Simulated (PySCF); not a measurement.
C₂H₅F₃O₂Si₂.
SMILES with atom numbers: `[F:1][CH:2]([F:3])[C@@H:4]1[O:5][Si@@H:6]([F:7])[O:8][SiH2:9]1`

Probes without a nucleus sit at each ring's centroid and 1 Å off its mean plane on both sides; NICS is minus the shielding there, NICSzz its component along the normal. Level: GIAO PBE0/pcSseg-1 (PySCF, non-relativistic, gas phase) on the GFN2-xTB geometry, one conformer.

Ring bond lengths (Å), with Mayer bond orders in brackets: C4–O5 1.415 (0.85), O5–Si6 1.621 (0.99), Si6–O8 1.633 (0.96), O8–Si9 1.630 (0.94), Si9–C4 1.944 (0.81).

Task: What do the NICS probes read (ppm)?

Result: 
```
            ring                                                        type  NICS(0)  NICS(1), two faces  NICS(1)zz, two faces  rms pucker (Å)  centre to ring atoms, mean (Å)
C4–O5–Si6–O8–Si9  5-membered ring with 2 O and 2 Si; formal bonds all single     -6.6         -2.4 / -3.0           -3.0 / -4.7            0.05                            1.40
```

Task: What can be read from them?

Result: 
- C4–O5–Si6–O8–Si9: mean NICS(1)zz -3.9 ppm, shielded. C4, Si6, Si9 have four or more neighbours, so the value isn't read as a sign of a π ring current.

Task: List the ring angles and the Hirshfeld charges of the ring atoms.

Result: 
- C4–O5–Si6–O8–Si9: C4 107.1° (-0.060 e), O5 117.2° (-0.229 e), Si6 101.9° (+0.535 e), O8 117.2° (-0.315 e), Si9 95.1° (+0.411 e); sum 538.5° against 540° for a flat convex ring.

Task: How shielded are the nuclei of the rings and their hydrogens (means over atoms taken as equivalent)?

Result: 
| atoms | environment | σ isotropic (ppm) | principal values of the symmetric part, first atom (ppm) |
| --- | --- | --- | --- |
| C4 | sp3 carbon bound to oxygen | 115.4 | 90.8, 102.5, 152.9 |
| O5 | silyl ether oxygen | 277.4 | 225.0, 297.3, 309.9 |
| Si6 | fluorine-bound silicon | 391.3 | 370.3, 392.9, 410.5 |
| O8 | siloxane oxygen | 270.4 | 206.0, 279.4, 326.0 |
| Si9 | oxygen-bound silicon | 372.3 | 333.4, 360.8, 422.9 |
| H on C4 | methine hydrogen | 27.47 | 23.1, 27.2, 32.0 |
| H on Si6 | Si–H hydrogen | 27.18 | 23.1, 24.4, 34.0 |
| H on Si9 | Si–H hydrogen | 26.59 | 22.8, 24.2, 32.8 |
| H on Si9 | Si–H hydrogen | 26.44 | 23.1, 25.0, 31.1 |
